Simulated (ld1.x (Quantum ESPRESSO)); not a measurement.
## phosphorus (P), ultrasoft: configuration errors across variants

* Element: phosphorus
* Generator: ld1.x (Quantum ESPRESSO) 7.5
* Type: ultrasoft
* Functional: PBE
* Relativity: non-relativistic
* Frozen core: [Ne]
* Valence charge: 5
* Reference configuration: 3s2 3p1.5 (charge +1.5)
* Partial waves: 3s (bound): rcut 1.60, rcutus 1.80 bohr; 3s channel at -1.6 Ry: rcut 1.60, rcutus 1.80 bohr; 3p (bound): rcut 1.30, rcutus 1.70 bohr; 3p channel at -1.05 Ry: rcut 1.30, rcutus 1.70 bohr; 3d channel at -0.2 Ry: rcut 1.20, rcutus 1.45 bohr; 3d channel at 1.7 Ry: rcut 1.20, rcutus 1.45 bohr
* Local potential: all-electron potential smoothed inside 1.15 bohr (lloc = -1)
* Core correction: none
* Augmentation charge: PSQ, inside the norm-conserving radii

All-electron excitation energies from the reference (eV): (1) 3s2 3p3 -18.063; (2) 3s2 3p2 -8.322; (3) 3s2 3p1 10.838.

1 further variants failed, have other tests or too few solved ones, and are left out.

A true bound ghost makes a file unfit for plane-wave use even where its test errors are small: the radial tests pick states by their node count and pass the ghost by.

Errors AE − PS in meV (a dash: test not solved or not reliable):

| change | (1) | (2) | (3) | bound ghosts |
| --- | --- | --- | --- | --- |
| base | +6.1 | +1.3 | +2.7 | none |
| waves 3p (bound): rcut 1.24, rcutus 1.32 bohr; 3p channel at -1.05 Ry: rcut 1.24, rcutus 1.32 bohr | +11 | +2.4 | +4.9 | p |
| waves 3p (bound): rcut 1.30, rcutus 1.74 bohr; 3p channel at -1.05 Ry: rcut 1.30, rcutus 1.74 bohr | +6.1 | +1.3 | +2.7 | none |
| waves 3p (bound): rcut 1.30, rcutus 1.88 bohr; 3p channel at -1.05 Ry: rcut 1.30, rcutus 1.88 bohr | +4.0 | +0.9 | +1.9 | none |
| waves 3p (bound): rcut 1.30, rcutus 2.08 bohr; 3p channel at -1.05 Ry: rcut 1.30, rcutus 2.08 bohr | +2.5 | +0.7 | +1.4 | none |
| waves 3p (bound): rcut 1.30, rcutus 2.32 bohr; 3p channel at -1.05 Ry: rcut 1.30, rcutus 2.32 bohr | +1.3 | +0.5 | +1.1 | none |
| waves 3p (bound): rcut 1.30, rcutus 2.54 bohr; 3p channel at -1.05 Ry: rcut 1.30, rcutus 2.54 bohr | +0.2 | +0.3 | +1.0 | none |

Problem. Give the same row for: waves 3p (bound): rcut 1.30, rcutus 1.54 bohr; 3p channel at -1.05 Ry: rcut 1.30, rcutus 1.54 bohr.

Solution. +9.1, +1.9, +3.7; bound ghosts: none.
